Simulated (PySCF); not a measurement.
Computed data sheet: `CN[SiH2]C(F)(F)F`

C2H6F3NSi.
SMILES with atom numbers: `[CH3:1][NH:2][SiH2:3][C:4]([F:5])([F:6])[F:7]` (hydrogens: H8, H9, H10 on C1; H11 on N2; H12, H13 on Si3)

Some functional groups and rings: CF3 group, C–F bond, Si–H bond and C–Si bond.

From GFN2-xTB geometry:

* Point group of the GFN2-xTB geometry: C1
* Rotational constants A, B, C of the GFN2-xTB geometry: 3.242, 1.544, 1.324 GHz

**PBE0/pcSseg-1 ground state and GIAO shieldings, non-relativistic (PySCF)**

* Dipole moment: 3.42 D
* HOMO energy: -7.23 eV
* LUMO energy: 0.27 eV
* HOMO–LUMO gap: 7.50 eV
* Lowest Hirshfeld atomic charge: -0.24 e on N2
* Highest Hirshfeld atomic charge: +0.36 e on Si3
* 13C chemical shifts (computed TMS as zero) by class: 139.1 (C4), 31.8 (C1) ppm
* 1H chemical shifts (computed TMS as zero) by class: 4.86 (H12/H13), 2.91 (H8/H9/H10), -0.17 (H11) ppm
* Isotropic shieldings of nuclei other than C and H, by class: 258 (N2), 244 (F5/F6/F7), 391 (Si3) ppm
* Mayer bond orders between heavy atoms: C1–N2 0.94, N2–Si3 1.08, Si3–C4 0.80, C4–F5 0.97, C4–F6 0.95, C4–F7 0.96

Monoisotopic mass from the formula: 129.0222 u.

The dipole equals about 11.4 × 10⁻³⁰ C·m (1 D = 3.33564 × 10⁻³⁰ C·m). The rotational constants make it an asymmetric top with κ = (2B − A − C)/(A − C) = -0.77, nearer the prolate limit (−1). A dipole of 3.42 D is allowed in C1, and pure rotational transitions are dipole-allowed. With B = h/(8π²I), that is 505.379 GHz u Å² over I, the principal moments of inertia are 155.9, 327.3 and 381.7 u Å² (most abundant isotopes).

Isolated species at its GFN2-xTB geometry (one conformer only). NMR classes are plain means over equivalent atoms (diastereotopic ones count apart unless rotation or inversion swaps them), as if these changed places fast; in this geometry the members of some classes differ.

Conformer computed: `[CH3:1][NH:2][SiH2:3][C:4]([F:5])([F:6])[F:7]`: C1–N2–Si3–C4 43°, N2–Si3–C4–F5 166°.
